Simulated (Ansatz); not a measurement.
`[NH2][SnH3]` + HI → `[SnH3][I]` + NH₃ at 500 K and 1 bar (ligand exchange at the Sn–N bond).

Isolated molecules relaxed with PBE0-D4/def2-TZVP in Ansatz; ΔE leaves out vibrations. CCSD(T)/CBS is the MP2 limit (def2-TZVPP, def2-QZVPP) plus CCSD(T) − MP2 in def2-TZVPP, frozen cores. This one scheme is used for every species. Elements past krypton have def2 core potentials. For I, Sn outer-core shells are correlated without core-valence functions, which leaves a few kJ/mol of doubt a bond.

```csv
species,CCSD(T)/CBS energy (Eh),H − E (kJ/mol),S (J/(mol·K))
`[NH2][SnH3]`,-271.71442,151.0,334.3
HI,-298.03592,28.6,221.6
`[SnH3][I]`,-513.29032,82.4,331.9
NH₃,-56.50880,108.2,211.8
```

H − E and S are ideal-gas, rigid-rotor, harmonic terms from PBE0-D4/def2-TZVP. 1 Eh = 2625.50 kJ/mol, R = 8.31446 J/(mol·K).

Question: By hand: ΔE, ΔH, ΔS and ΔG.

Answer: ΔE = (-513.29032) + (-56.50880) − (-271.71442) − (-298.03592) = -0.04878 Eh = -128.1 kJ/mol. Δ(H − E) = 82.4 + 108.2 − 151.0 − 28.6 = 11.0, so ΔH = -117.1 kJ/mol. ΔS = 331.9 + 211.8 − 334.3 − 221.6 = -12.2 J/(mol·K). ΔG = -117.1 − 500 × (-12.2)/1000 = -111.0 kJ/mol.

Question: By hand: the equilibrium constant, and the temperature at which ΔG would vanish if ΔH and ΔS stayed fixed.

Answer: log₁₀ K = −ΔG/(RT ln 10) = 11.6. ΔG = 0 at ΔH/ΔS = 9598 K, far beyond where these terms or the molecules hold.

The number of gas molecules stays the same, so ΔS is small and ΔH decides. A doubt of 5 kJ/mol in ΔE shifts log₁₀ K by 0.5 here. These are equilibria of isolated gas molecules and say nothing of rates. Largest T1 diagnostic: 0.013 (customary marks: 0.02 for closed shells, 0.045 for open ones).
